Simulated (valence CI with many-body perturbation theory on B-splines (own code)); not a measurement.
The numbers below are computed, except where a source is named.
## Ho XXXVI: magnetic and hyperfine properties of the levels

Method: configuration interaction combined with many-body perturbation theory (CI+MBPT): four valence electrons over a frozen Dirac-Fock core [Ar] 3d10, radial functions for each j: 11 s, 11 p, 10 d, 8 f, 5 g, 2 h, with the one-electron correlation potential Σ1, the two-electron term Σ2, the three-electron term Σ3, Breit, model QED; selected CI, second order for the rest, scaled by the run's own slope (own B-spline code, finite nucleus).

No measured spectrum was set against this ion. As an estimate, large intervals hold to a few tenths of a per cent, small ones and those within an open d or f shell to about a per cent. Among the levels kept, up to 400 cm⁻¹ of a level comes from second order outside the variational space, and about a tenth of that is noise between levels of different J, which matters for small intervals.

A/g_I is the dipole constant over the nuclear g factor μ/I (μ in nuclear magnetons, uniformly magnetised nucleus), B/Q the quadrupole constant per barn. Both hold the static response of the core; the bare values leave it out. Large factors of s and p1/2 electrons are usually good to 5 to 10 %; those of open d and f shells near neutrality can be off by tens of per cent, and small factors of p3/2, d and f electrons come from cancelling terms and can be off by a factor of two or in sign, in half-filled shells by more. B is blank for J = 1/2, where it vanishes, and for nearly pure S terms. Energies count from the lowest level. Levels with J = 0 are left out.

Levels are named by their leading jj configuration (3d3/2^4 stands for four electrons in 3d with j = 3/2), which in mixed levels can hold well under half, so a name can repeat and another be missing. Letters in brackets count levels of one name in rising energy.

```
                         Level  E (eV)      g  A/g_I (MHz)  A/g_I bare  B/Q (MHz/b)  B/Q bare
        (4s^2 4p1/2 4p3/2) J=1   52.18  1.498       -25200      -24700        37700     36300
        (4s^2 4p1/2 4p3/2) J=2   55.85  1.187       102000       97900        62800     60500
            (4s^2 4p3/2^2) J=2  110.80  1.307        39700       38100        12500     12100
        (4s 4p1/2^2 4p3/2) J=2  130.91  1.608       254000      245000        62400     60100
        (4s 4p1/2^2 4p3/2) J=1  143.53  1.020      -170000     -164000        53900     52000
    (4s 4p1/2 4p3/2^2) J=2 [a]  178.55  1.498       157000      151000        24600     23700
        (4s^2 4p1/2 4d3/2) J=2  180.42  0.832        89500       86800         9050      8910
        (4s 4p1/2 4p3/2^2) J=3  185.82  1.314       206000      198000        -8790     -8400
        (4s^2 4p1/2 4d3/2) J=1  193.86  1.068       -83800      -80400       -16700    -16000
    (4s 4p1/2 4p3/2^2) J=1 [a]  200.66  1.235       441000      425000       -35000    -33600
    (4s 4p1/2 4p3/2^2) J=2 [b]  200.75  1.061       -28300      -27100          180       245
        (4s^2 4p1/2 4d5/2) J=3  203.54  1.123        73400       71200        24100     23400
    (4s 4p1/2 4p3/2^2) J=1 [b]  205.45  1.221       -77600      -74600        24600     23700
        (4s^2 4p1/2 4d5/2) J=2  206.28  1.271        20000       19700         7550      7330
              (4s 4p3/2^3) J=2  242.18  1.378       171000      165000       -59600    -57400
        (4s^2 4p3/2 4d3/2) J=1  246.65  1.148         6200        6120       -28000    -27000
        (4s^2 4p3/2 4d3/2) J=2  247.05  1.022        21800       21100        -9130     -8750
        (4s^2 4p3/2 4d3/2) J=3  249.33  1.147        31300       30500        59500     57600
        (4s^2 4p3/2 4d5/2) J=4  250.30  1.247        19200       18700        91700     88500
        (4s 4p1/2^2 4d3/2) J=1  260.73  0.382      -198000     -191000         6100      5980
              (4s 4p3/2^3) J=1  262.14  1.297      -109000     -105000       -17800    -17200
        (4s 4p1/2^2 4d3/2) J=2  262.72  1.189       205000      198000         9910      9730
        (4s^2 4p3/2 4d5/2) J=2  264.23  1.304       104000      100000       -59000    -56800
        (4s^2 4p3/2 4d5/2) J=3  266.90  1.152        21700       21100        19200     18700
        (4s^2 4p3/2 4d5/2) J=1  273.46  0.990       -54800      -52400         1910      1950
         (4p1/2^2 4p3/2^2) J=2  275.80  1.251       -22700      -21300        -7760     -7430
        (4s 4p1/2^2 4d5/2) J=3  277.31  1.371       151000      146000        13100     12800
        (4s 4p1/2^2 4d5/2) J=2  291.04  1.019       -47200      -45000        28700     27800
(4s 4p1/2 4p3/2 4d3/2) J=1 [a]  306.74  1.206       118000      115000       -36900    -35600
(4s 4p1/2 4p3/2 4d3/2) J=2 [a]  307.37  1.135        95600       92400       -26100    -25100
(4s 4p1/2 4p3/2 4d3/2) J=3 [a]  308.99  1.170       131000      127000         6850      6690
    (4s 4p1/2 4p3/2 4d3/2) J=4  314.15  1.222       153000      148000        39600     38400
(4s 4p1/2 4p3/2 4d5/2) J=4 [a]  317.57  1.398       105000      102000        91700     88500
(4s 4p1/2 4p3/2 4d3/2) J=2 [b]  320.43  0.893        80300       77600       -42400    -40800
```
